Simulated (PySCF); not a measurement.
## How methods differ on the ionisation energy of Ir⁶¹⁺

Ir⁶¹⁺ [Ne] 3s2 3p4 (3P) → Ir⁶²⁺ [Ne] 3s2 3p3 (4S), as a difference of total energies. Computed with PySCF 2.14 in an even-tempered Gaussian basis (17 s from 16 bohr⁻², ratio 2.5; 12 p from 21 bohr⁻², ratio 2.5; 4 d from 86 bohr⁻², ratio 2.7; 4 f from 130 bohr⁻², ratio 2.7), with the spin-free X2C one-electron Hamiltonian (Gaussian nucleus). Correlated levels: outer shells: 1s2 frozen; virtual orbitals above 40 to 60 times the deepest correlated orbital energy dropped. The calculations carry no spin-orbit coupling.

```tsv
method	ionisation energy (eV)
UHF	6697.6
MP2 (outer shells)	6698.9
SCS-MP2 (outer shells)	6698.9
CCSD (outer shells)	6698.9
CCSD(T) (outer shells)	6698.9
```

Spin-orbit coupling is strong in these open shells (close to jj coupling). The scalar numbers leave it out and a first-order estimate fails, so it can dominate the gap to the real levels.

The ground level that NIST lists for one species does not belong to the high-spin term computed here, so part of any gap is the choice of state.

Breit and QED terms and the two-electron picture change are absent.

For comparison: 6580 ± 12 eV (theoretical estimate listed by NIST; NIST Atomic Spectra Database, ionization energies).
